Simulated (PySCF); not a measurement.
ammonia borane (BH6N), SMILES [NH3+][BH3-]. Coordinates come from a B3LYP-D3(BJ)/def2-TZVP optimisation.

TDA-PBE0/def2-TZVPD (PySCF 2.14.0) puts the lowest singlet excitations at 6.15, 6.15, 7.92, 7.92, 8.01, 8.03 eV.

Q: What are the lowest excitation roots from ADC(2)/aug-cc-pVDZ (PySCF)? (Estimate from the structure and the level; the computed values follow.)

A: 6.99, 6.99, 8.26, 8.26, 8.29, 8.35 eV. S1 differs by 0.83 eV (second minus first; roots are paired by order, and the bases may differ).
